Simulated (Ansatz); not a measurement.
Consider the redistribution: `C[NH][GaH][CH3]` + `F[CH2][GeH2][Cl]` → `[CH3][GaH][CH2]F` + `C[NH][GeH2][Cl]`.

Computed with Ansatz on PBE0-D4/def2-TZVP structures; ΔE is electronic, products minus reactants. CBS: MP2 limit from def2 TZ/QZ plus the TZ coupled-cluster correction, frozen cores. DFT in def2-TZVPP. B3LYP here is the variant with VWN-RPA as its local correlation; programs differ in this. For Ga, Ge outer-core shells are correlated without core-valence functions, which leaves a few kJ/mol of doubt a bond. Scalar relativity is left out up to krypton. One conformer a species, not always the lowest.

```csv
level,ΔE (kJ/mol)
B3LYP-D4,33.0
ωB97X-V,31.3
B2PLYP,34.0
PBE,34.0
B3LYP,32.8
HF/def2-TZVPP,27.7
MP2/def2-TZVPP,34.9
HF/CBS(def2),27.7
```

Task: What does CCSD(T)/CBS give? (Estimate.)

Result: Ansatz gave: +34.6 kJ/mol. The listed levels differ from it by -1.6, -3.3, -0.6, -0.6, -1.8, -6.9, 0.3, -6.9 kJ/mol.

Largest T1 diagnostic among the species: 0.013.

In def2-TZVPP, CCSD(T) changes the Hartree–Fock value by +7.5 kJ/mol (the triples alone add +1.0 kJ/mol) and MP2 by +7.2 kJ/mol.
